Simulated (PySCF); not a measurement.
C5H7NSSi.
Numbering: `[SiH3:1][S:2][c:3]1[cH:4][cH:5][cH:6][cH:7][n:8]1` (hydrogens: H9, H10, H11 on Si1; H12 on C4; H13 on C5; H14 on C6; H15 on C7)

The same species was optimised twice, with GFN2-xTB and with PBE0-D3(BJ)/def2-SVP (PySCF), and the same property calculations (PySCF, gas phase) were run on both structures.

| coordinate | GFN2-xTB | PBE0-D3(BJ)/def2-SVP | change |
| --- | --- | --- | --- |
| S2–C3 (Å) | 1.712 | 1.764 | +0.052 |
| Si1–S2 (Å) | 2.210 | 2.169 | -0.041 |
| C4–C5 (Å) | 1.377 | 1.388 | +0.011 |
| C6–C7 (Å) | 1.380 | 1.391 | +0.011 |
| C7–N8 (Å) | 1.324 | 1.331 | +0.007 |
| C3–C4 (Å) | 1.397 | 1.403 | +0.006 |
| C3–N8 (Å) | 1.334 | 1.330 | -0.004 |
| C5–C6 (Å) | 1.396 | 1.397 | +0.001 |
| Si1–S2–C3 (°) | 85.7 | 95.7 | +10.0 |
| S2–C3–C4 (°) | 126.5 | 121.0 | -5.5 |
| S2–C3–N8 (°) | 111.6 | 116.3 | +4.7 |
| C3–N8–C7 (°) | 119.9 | 119.0 | -0.9 |
| C6–C7–N8 (°) | 122.1 | 122.9 | +0.8 |
| C4–C3–N8 (°) | 122.0 | 122.7 | +0.7 |
| C5–C6–C7 (°) | 118.4 | 118.0 | -0.4 |
| C4–C5–C6 (°) | 119.7 | 119.5 | -0.2 |
| Si1–S2–C3–C4 (°) | 180 | 179 | -1 |

Rotational constants: A = 3128, B = 1165, C = 858.5 MHz (GFN2-xTB) against A = 3347, B = 998.9, C = 776.6 MHz (PBE0-D3(BJ)/def2-SVP). Point groups within 0.08 Å: Cs and Cs. Atoms that the bonding makes alike are paired by their places after alignment.

On the GFN2-xTB structure: lowest singlet, TDDFT (eV) 4.32 [PBE0/def2-SVPD]; isotropic polarisability (au) 112.2 [PBE0/def2-SVPD]; HOMO (eV) -6.67 [PBE0/def2-SVPD]; LUMO (eV) -1.38 [PBE0/def2-SVPD]; dipole (D) 3.93 [PBE0/def2-SVPD]; HOMO (eV) -6.69 [PBE0/pcSseg-1]; LUMO (eV) -1.33 [PBE0/pcSseg-1]; dipole (D) 3.94 [PBE0/pcSseg-1]; GIAO shielding of Si1 (ppm) 448.8 [PBE0/pcSseg-1]; GIAO shielding of S2 (ppm) 493.9 [PBE0/pcSseg-1]; GIAO shielding of C3 (ppm) 16.1 [PBE0/pcSseg-1]; GIAO shielding of C4 (ppm) 58.9 [PBE0/pcSseg-1]; GIAO shielding of C5 (ppm) 43.3 [PBE0/pcSseg-1]; GIAO shielding of C6 (ppm) 65.4 [PBE0/pcSseg-1]; GIAO shielding of C7 (ppm) 38.0 [PBE0/pcSseg-1]; GIAO shielding of N8 (ppm) -63.4 [PBE0/pcSseg-1].

Question: What do these properties become on the PBE0-D3(BJ)/def2-SVP structure?

Answer: 
```
                                    property           level  on GFN2-xTB  on PBE0-D3(BJ)/def2-SVP  change
                  lowest singlet, TDDFT (eV)  PBE0/def2-SVPD         4.32                     4.58   +0.26
               isotropic polarisability (au)  PBE0/def2-SVPD        112.2                    114.9    +2.7
                                   HOMO (eV)  PBE0/def2-SVPD        -6.67                    -6.73   -0.06
                                   LUMO (eV)  PBE0/def2-SVPD        -1.38                    -1.19   +0.19
                                  dipole (D)  PBE0/def2-SVPD         3.93                     2.82   -1.11
energy, GFN2-xTB geometry as zero (kcal/mol)  PBE0/def2-SVPD          0.0                     -6.9    -6.9
                                   HOMO (eV)   PBE0/pcSseg-1        -6.69                    -6.75   -0.06
                                   LUMO (eV)   PBE0/pcSseg-1        -1.33                    -1.13   +0.20
                                  dipole (D)   PBE0/pcSseg-1         3.94                     2.80   -1.14
energy, GFN2-xTB geometry as zero (kcal/mol)   PBE0/pcSseg-1          0.0                     -6.2    -6.2
                 GIAO shielding of Si1 (ppm)   PBE0/pcSseg-1        448.8                    416.0   -32.8
                  GIAO shielding of S2 (ppm)   PBE0/pcSseg-1        493.9                    514.7   +20.8
                  GIAO shielding of C3 (ppm)   PBE0/pcSseg-1         16.1                     16.5    +0.4
                  GIAO shielding of C4 (ppm)   PBE0/pcSseg-1         58.9                     55.8    -3.1
                  GIAO shielding of C5 (ppm)   PBE0/pcSseg-1         43.3                     42.3    -1.0
                  GIAO shielding of C6 (ppm)   PBE0/pcSseg-1         65.4                     61.1    -4.3
                  GIAO shielding of C7 (ppm)   PBE0/pcSseg-1         38.0                     30.6    -7.4
                  GIAO shielding of N8 (ppm)   PBE0/pcSseg-1        -63.4                    -76.7   -13.3
```

The heavy atoms differ by 0.181 Å rms after alignment. Among bonds between heavy atoms S2–C3 changes most (+0.052 Å). Changes are differences of the printed values. Neither structure is proved a minimum here.

The values belong to the conformer `[SiH3:1][S:2][c:3]1[cH:4][cH:5][cH:6][cH:7][n:8]1`: Si1–S2–C3–C4 179°.
